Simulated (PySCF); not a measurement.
C₅H₉O₃, SMILES O(CC(O[C]=O)C)C, doublet at its GFN2-xTB optimised geometry (Å):

```
17

C      1.8656     1.0650     0.0000
O      1.4784     0.3901    -1.1770
C      0.1347     0.5321    -1.5401
C     -0.8594    -0.1867    -0.6189
C     -2.2866    -0.0865    -1.1176
O     -0.4941    -1.6281    -0.5970
C      0.2107    -2.0984     0.3476
O      0.6828    -1.6729     1.3641
H      1.4996     2.0984     0.0000
H      2.9537     1.0650     0.0000
H      1.5142     0.5529     0.9017
H     -0.1480     1.5969    -1.5813
H      0.0625     0.1018    -2.5425
H     -0.7679     0.1774     0.4098
H     -2.3610    -0.5041    -2.1182
H     -2.5985     0.9547    -1.1426
H     -2.9537    -0.6368    -0.4590
```

Computed with unrestricted B3LYP/def2-SVP (PySCF). Cells within 0.4 Å of a nucleus heavier than hydrogen are left out (blank, or x).

Map of the Laplacian of the electron density (e/bohr⁵) on the plane z = 1.2 Å:

```
|66666666666666666666666666666|
|66666666666666666666666666666|
|66666666666666666666666666666|
|66666666666666666666666666666|
|66666666666666666666666666666|
|66666666666666666666666666666|
|66666666666666666666666666666|
|66666666666666666666666666666|
|66666666666666666666666666666|
|66666666666666666666666666666|
|66666666666666666677666666666|
|66666666666666666777766666666|
|66666666666666666756766666666|
|66666666666666666767766666666|
|66666666666666666676666666666|
|66666666666666666666666666666|
|66666666666666778766666666666|
|66666666666667898986666666666|
|6666666666666790x697666666666|
|666666666666688xx097666666666|
|66666666666667977986666666666|
|66666666666667799876666666666|
|66666666666666777666666666666|
|66666666666666666666666666666|
|66666666666666666666666666666|
|66666666666666666666666666666|
|66666666666666666666666666666|
|66666666666666666666666666666|
|66666666666666666666666666666|
```
Scale: ten equal steps from -0.850 (start of '0') to 0.457 (end of '9'), in the order '0123456789'; x runs from -5.00 to 5.00, y from -5.00 (bottom) to 5.00 (top).
